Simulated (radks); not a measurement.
The numbers below are computed, except where a source is named.
Species: neutral lithium. Configuration: [He] 2s1. Code: a radial shooting solver on a logarithmic mesh with Libxc functionals. Model: scalar-relativistic Kohn-Sham, PBE, spin-polarised, spherical densities, finite nucleus; open shells are filled with parallel spins first; Fermi nuclear charge, rms radius 2.444 fm.

Normalised radial functions P(r) = r R(r), r in bohr:

```
   r/bohr * 2s up (the largest magnitude, 0.534, reaches the edge; | marks zero)
  0.01872                             |*
  0.02324                             | *
  0.02907                             | *
  0.03608                             |  *
  0.04514                             |  *
  0.05602                             |   *
  0.07009                             |    *
  0.08698                             |     *
   0.1088                             |      *
   0.1351                             |      *
    0.169                             |       *
   0.2114                             |        *
   0.2624                             |         *
   0.3282                             |         *
   0.4074                             |        *
   0.5096                             |      *
   0.6325                             |    *
   0.7913                             |*
   0.9821                         *   |
    1.229                    *        |
    1.525              *              |
    1.908         *                   |
    2.368    *                        |
    2.962  *                          |
    3.676   *                         |
      4.6        *                    |
    5.709              *              |
    7.142                    *        |
    8.864                         *   |
    11.09                           * |
    13.76                             *
    17.22                             *
```

2s up: eigenvalue -3.228 eV, 1 radial node at r = 0.836 bohr, <r> = 3.79 bohr, 90 % of the charge inside 5.94 bohr.
